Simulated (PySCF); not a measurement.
Computed shifts of a molecule C₃H₄BrF, PBE/pcSseg-1 (PySCF), GIAO, gas phase, atoms alike by connectivity averaged where their shifts nearly agree, in ppm (number of nuclei): ¹³C: 173.0 (1), 108.7 (1), 18.6 (1). ¹⁹F: -102.0 (1). ¹H: 5.95 (1), 2.39 (3). References: ¹³C against TMS (σ = 182.0 ppm); ¹⁹F against CFCl3 (σ = 133.6 ppm); ¹H against TMS (σ = 31.49 ppm), references at their B3LYP-D3(BJ)/def2-TZVP geometries, non-relativistic (without spin–orbit terms, shifts of atoms bonded to Cl or Br come out too high). The structure is a stationary point at B3LYP-D3(BJ)/def2-SVP. The values are those of a single conformer.

Task: Pick the molecule that these values belong to.
(A) C/C(F)=C\Br
(B) FC1(Br)CC1
(C) F[C@@H]1C[C@H]1Br
(D) C/C=C(\F)Br

Result: A, C/C(F)=C\Br
